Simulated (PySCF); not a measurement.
Mg(Me)(OH) (CH4MgO), SMILES [CH3][Mg][OH].

The structure is a stationary point at PBE0-D3(BJ)/def2-TZVP. One conformer was computed; it need not be the lowest.

All values below come from TDDFT-PBE0/def2-SVPD run with PySCF.

Vertical excitations; the highest root listed may be one member of a degenerate set.  State labels are in the subgroup Cs.

Computed UV-visible absorptions:
| state | symmetry | energy (eV) | λ (nm) | f | main pairs |
|---|---|---|---|---|---|
| S1 | A' | 5.72 | 217 | 0.211 | HOMO→LUMO 96 % |
| S2 | A' | 5.83 | 213 | 0.039 | HOMO−2→LUMO (degenerate set) |
| S3 | A" | 5.83 | 213 | 0.039 | HOMO−1→LUMO (degenerate set) |
| S4 | A" | 6.43 | 193 | 0.092 | HOMO→LUMO+2 (degenerate set) |
| S5 | A' | 6.43 | 193 | 0.092 | HOMO→LUMO+1 (degenerate set) |
| S6 | A" | 6.86 | 181 | 0.000 | HOMO−1→LUMO+1 48 %, HOMO−2→LUMO+2 48 % |
| S7 | A' | 6.87 | 181 | 0.000 | HOMO−2→LUMO+1, HOMO−1→LUMO+2 (degenerate set) |
| S8 | A" | 6.87 | 181 | 0.000 | HOMO−2→LUMO+2, HOMO−1→LUMO+1 (degenerate set) |
| S9 | A' | 6.95 | 178 | 0.001 | HOMO→LUMO+3 95 % |
| S10 | A" | 7.33 | 169 | 0.018 | HOMO−1→LUMO+3 92 % |
| T1 | A' | 4.75 | 261 | 0 | HOMO→LUMO 95 % |
| T2 | A" | 5.55 | 223 | 0 | HOMO−1→LUMO (degenerate set) |
| T3 | A' | 5.55 | 223 | 0 | HOMO−2→LUMO (degenerate set) |
| T4 | A" | 6.07 | 204 | 0 | HOMO→LUMO+2 91 % |
Triplets are in the Tamm–Dancoff approximation, which puts them higher than full response would, so one can lie above its singlet here.
